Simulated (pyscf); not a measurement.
# `[NH2][Nb]([OH])([OH])([OH])[OH]`, singlet

Gas-phase minimum from PySCF at ωB97X-D3(BJ)/def2-SVP, one conformer. 

```xyz
12

N     -1.6464     0.0898    -1.6429
Nb    -0.1488     1.0218    -0.7654
O     -0.5565     2.6694     0.0989
O      0.2281     1.8965    -2.4203
O      1.6569     0.3371    -0.9522
O     -0.3730    -0.0555     0.7695
H     -2.2543    -0.5808    -1.1835
H     -1.9336     0.2734    -2.5991
H     -0.5689     3.5121    -0.3687
H      0.9015     1.6985    -3.0785
H      1.9550    -0.3273    -0.3223
H     -0.3116    -0.7933     1.3769
```
Charge 0, spin multiplicity 1.

Bonds (Å): N1–Nb2 1.970, N1–H7 1.015, N1–H8 1.015, Nb2–O3 1.905, Nb2–O4 1.909, Nb2–O5 1.940, Nb2–O6 1.889, O3–H9 0.964, O4–H10 0.962, O5–H11 0.963, O6–H12 0.958. Bond angles (°): Nb2–N1–H7 124.5, Nb2–N1–H8 123.3, H7–N1–H8 112.1, N1–Nb2–O3 116.7, N1–Nb2–O4 88.9, N1–Nb2–O5 119.8, N1–Nb2–O6 90.1, O3–Nb2–O4 92.3, O3–Nb2–O5 123.2, O3–Nb2–O6 95.7, O4–Nb2–O5 83.9, O4–Nb2–O6 171.5, O5–Nb2–O6 89.3, Nb2–O3–H9 122.6 (the first ones only).

Properties at ωB97X-D3(BJ)/def2-SVP:

```json
{
  "harmonic_wavenumbers_unscaled": "63, 99, 171, 196, 206, 238, 258, 308, 335, 381, 398, 418, 442, 459, 486, 537, 628, 637, 665, 707, 722, 743, 770, 1500, 3609, 3719, 3927, 3932, 3951, 4011 cm⁻¹",
  "zero_point_energy": "49.3 kcal/mol",
  "rotational_symmetry_number": "1",
  "Entropy of this conformer at 298 K and 1 atm, rigid rotor and harmonic oscillator, modes under 100 cm⁻¹ raised to 100": "404.8 J/(mol K)",
  "dipole_moment": "2.04 D"
}
```

Single-point totals, which compare only within one level:

| level | total energy (hartree) |
|---|---|
| ωB97X-D3(BJ)/def2-TZVP | -416.71386 |
| PBE/def2-TZVP | -416.27944 |
| r²SCAN/def2-TZVP | -416.49665 |
| B3LYP-D3(BJ)/def2-TZVP | -416.67065 |
| PBE0-D3(BJ)/def2-TZVP | -416.23385 |
| M06-2X/def2-TZVP | -416.37055 |
| ωB97M-D3(BJ)/def2-TZVP | -416.65507 |

Soft torsions are taken as harmonic, which can shift the entropy by several J/(mol K). Elements past Kr carry the def2 core potentials, without spin-orbit coupling.
